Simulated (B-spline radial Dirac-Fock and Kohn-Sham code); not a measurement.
**Ni¹⁷⁺: scattering cross sections and density moments**

System: nickel as Ni¹⁷⁺, [Ne] 3s1.

Method: Dirac-Fock orbitals of the configuration average with a finite nucleus. Computed with a B-spline atomic structure program.

```
Sum of ⟨r⟩                          : 2.466 bohr
Sum of ⟨r²⟩                         : 0.8929 bohr²
Sum of ⟨1/r⟩                        : 107.31 per bohr
Langevin diamagnetic susceptibility : -0.707 × 10⁻⁶ cm³/mol
Lamb shielding (α²/3)Σ⟨1/r⟩         : 1905 ppm
```

Coherent scattering is the Thomson cross section weighted by f₀², without anomalous dispersion; incoherent scattering is Klein-Nishina weighted by S. The Lamb formula is the non-relativistic shielding expression. Electron correlation is left out.

```
hν (keV)  coherent (b)  incoherent (b)  incoherent per electron (b)
       5         73.51          0.4407                       0.0401
  8.0478         65.03          0.8939                       0.0813
      10         59.28           1.180                        0.107
      30         21.36           3.447                        0.313
      50         10.02           4.309                        0.392
     100         3.234           4.664                        0.424
     200        0.9147           4.225                        0.384
    1000       0.03961           2.311                        0.210
```

Incoherent scattering overtakes coherent scattering between 50 and 100 keV.
